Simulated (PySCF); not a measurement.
A structure optimised at r2SCAN-D4/def2-TZVPD, used in a PySCF frequency run:

```xyz
3

Zn     0.0000     0.0000     0.0000
H      0.0000     0.0000    -1.5317
H      0.0000     0.0000     1.5317
```

**Question.** Write its SMILES, formula and point group.

**Answer.** [ZnH2], H₂Zn, D∞h

**Question.** What are its rotational constants (standard atomic weights)?

**Answer.** 106.85 GHz (linear rotor, B only)
